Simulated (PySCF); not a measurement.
Isomers of C3H3N. Isolated molecules, 0 K electronic values unless said otherwise. Strings in code marks are SMILES.

The four lowest singlet excitations (Tamm–Dancoff). Computed with TPSSh-D3(BJ)/def2-TZVP // PBE0-D3(BJ)/def2-TZVP run with PySCF 2.14.0. Excitations are Tamm–Dancoff values on a coarser integration grid. The basis has no diffuse functions, so Rydberg states are missing or too high.

```csv
state,energy (eV),wavelength (nm),oscillator strength
S1,2.84,436,0.001
S2,5.91,210,0.089
S3,6.63,187,0.036
S4,6.76,183,0.005
```

Task: Identify which member gives these states.
A) `[H]/N=C\C#C`
B) `N=c1cc1`
C) `C#CN=C`
D) `C=C=C=N`

Result: D, `C=C=C=N`
